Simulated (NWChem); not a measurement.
A series in which one site is exchanged, each optimised at PBE0/def2-SVP with NWChem, gas phase unless a solvent is named. For some, no frequency run checked for a minimum. def2 effective core potentials on Sn; no spin-orbit coupling.

A: [F][Sn]([F])([F])[Cl] (SnClF3; site = F)
B: [Cl][Sn]([Cl])([F])[F] (SnCl$_{2}$F$_{2}$; site = Cl)
C: [F][Sn]([F])([Cl])[Br] (SnBrClF$_{2}$; site = Br)
D: [SnH]([F])([F])[Cl] (SnHClF2; site = H)

### Question
Rank them by lowest singlet excitation, PBE/def2-SVPD, TDA (eV), lowest first.

### Answer
C (3.91), B (4.29), A (4.54), D (5.21)
